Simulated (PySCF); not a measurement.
## How the method moves the HOMO and LUMO of `CSc1ccccc1`

Compound: C7H8S.
Geometry (PBE0-D3(BJ)/def2-SVP, Å), atoms numbered from 1 in this order:
```
atom  x, y, z in Å
C1    -2.853   -0.903   -0.479
S2    -2.073    0.702   -0.690
C3    -0.401    0.411   -0.216
C4     0.103   -0.825    0.205
C5     1.446   -0.949    0.560
C6     2.303    0.147    0.501
C7     1.800    1.380    0.081
C8     0.464    1.516   -0.275
H9    -3.905   -0.762   -0.764
H10   -2.410   -1.664   -1.137
H11   -2.815   -1.242    0.567
H12   -0.544   -1.701    0.261
H13    1.823   -1.921    0.886
H14    3.353    0.044    0.780
H15    2.459    2.251    0.029
H16    0.079    2.485   -0.603
```

Basis pcSseg-1 throughout (PySCF), one geometry. The structure is a single PBE0-D3(BJ)/def2-SVP conformer in the gas phase; no vibrational or solvent corrections.

Problem. How do the orbital energies, the gap and the dipole change with the method?

Solution. 
```tsv
method	kind	HOMO (eV)	LUMO (eV)	gap (eV)	μ (D)	SCF cycles
PBE	GGA	-5.08	-1.19	3.89	1.33	14
KT3	GGA	-5.11	-1.11	4.00	1.29	14
B3LYP	global hybrid	-5.86	-0.47	5.39	1.32	14
B97-2	global hybrid	-5.86	-0.34	5.52	1.37	14
PBE0	global hybrid	-6.09	-0.31	5.78	1.38	14
CAM-B3LYP	range-separated hybrid	-7.25	0.81	8.06	1.35	12
wB97X-D	range-separated hybrid	-7.83	1.41	9.25	1.41	13
```

The HOMO spans 2.76 eV, from PBE down to wB97X-D, and the gap runs from 3.89 eV (PBE) to 9.25 eV (wB97X-D). Over the methods PBE (0 %), KT3 (0 %), B3LYP (20 %), B97-2 (21 %), PBE0 (25 %), a straight line through the gap against the share of exact exchange rises by 0.74 eV for each 10 % (correlation coefficient 0.999). The dipole ranges from 1.29 D (KT3) to 1.41 D (wB97X-D). This basis has no diffuse functions.

The vertical ΔSCF ionisation energy at B3LYP/def2-SVPD is 7.82 eV; −ε(HOMO) comes closest to it with wB97X-D (7.83 eV).
